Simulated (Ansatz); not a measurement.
Relaxation of C$_{2}$H$_{11}$NOSi$_{2}$ (17 atoms, charge 0, multiplicity 1), to a largest force component of 0.015 eV/Å in at most 40 steps.

Method: Ansatz, RKS PBE0-D4/cc-pVDZ.

```xyz
17
Properties=species:S:1:pos:R:3:forces:R:3
C -2.519 -0.806 -0.839 -1.54 3.58 0.67
C -1.325 -0.715 0.022 0.33 -0.01 0.96
Si 0.200 -0.099 -0.846 1.29 -0.75 1.44
O 0.134 1.472 -1.400 -0.70 2.00 0.47
Si 1.981 -0.152 0.735 -0.96 -0.62 -0.20
N 2.056 1.349 1.606 -1.07 1.23 1.12
H -2.801 0.234 -1.230 0.30 -1.09 0.25
H -3.382 -1.113 -0.278 -0.87 -0.46 0.44
H -2.425 -1.412 -1.666 0.43 -1.80 -2.27
H -1.131 -1.716 0.441 0.41 -0.02 0.11
H -1.536 -0.067 0.907 0.17 -0.18 -0.28
H 0.580 -0.984 -1.957 -0.13 -0.11 -0.67
H -0.109 2.173 -0.732 0.36 -1.23 -1.10
H 3.276 -0.265 0.121 1.10 -0.48 -0.67
H 1.783 -1.232 1.758 0.08 -0.19 -0.02
H 1.662 1.222 2.556 0.33 0.21 -0.51
H 1.425 2.032 1.159 0.46 -0.06 0.26
```

Task: Where does it end, and by what steps?

Result: The forces met the threshold. After 23 steps the energy has fallen by 0.561 eV; H17 moved furthest, 0.69 Å.

| step | energy less start (eV) | largest force component (eV/Å) | accepted |
| --- | --- | --- | --- |
| 0 | 0.0000 | 3.580 | yes |
| 1 | -0.4548 | 1.100 | yes |
| 2 | -0.5089 | 0.482 | yes |
| 3 | -0.5334 | 0.223 | yes |
| 4 | -0.5420 | 0.155 | yes |
| 5 | -0.5511 | 0.039 | yes |
| 6 | -0.5307 | 0.757 | no |
| 7 | -0.5548 | 0.030 | yes |
| 8 | -0.5539 | 0.266 | no |
| 9 | -0.5555 | 0.054 | yes |
| 10 | -0.5564 | 0.062 | yes |
| 11 | -0.5576 | 0.029 | yes |
| 12 | -0.5583 | 0.053 | yes |
| 13 | -0.5587 | 0.073 | yes |
| 14 | -0.5590 | 0.053 | yes |
| 15 | -0.5594 | 0.042 | yes |
| 16 | -0.5597 | 0.042 | yes |
| 17 | -0.5600 | 0.053 | yes |
| 18 | -0.5602 | 0.042 | yes |
| 19 | -0.5604 | 0.044 | yes |
| 20 | -0.5606 | 0.037 | yes |
| 21 | -0.5607 | 0.027 | yes |
| 22 | -0.5607 | 0.024 | yes |
| 23 | -0.5608 | 0.014 | yes |

```xyz
17
Properties=species:S:1:pos:R:3
C -2.580 -0.680 -0.799
C -1.346 -0.687 0.101
Si 0.249 -0.235 -0.815
O 0.046 1.231 -1.665
Si 2.053 -0.069 0.700
N 1.845 1.165 1.948
H -2.702 0.297 -1.293
H -3.502 -0.894 -0.236
H -2.494 -1.435 -1.597
H -1.198 -1.679 0.565
H -1.474 0.019 0.942
H 0.498 -1.232 -1.908
H -0.013 2.008 -1.097
H 3.317 0.286 -0.028
H 2.250 -1.385 1.401
H 1.002 1.087 2.513
H 1.921 2.127 1.623
```

Run time: 120 s on 2 threads of AMD EPYC 7R13 Processor (Zen 3) (shared host), peak memory 0.46 GiB.
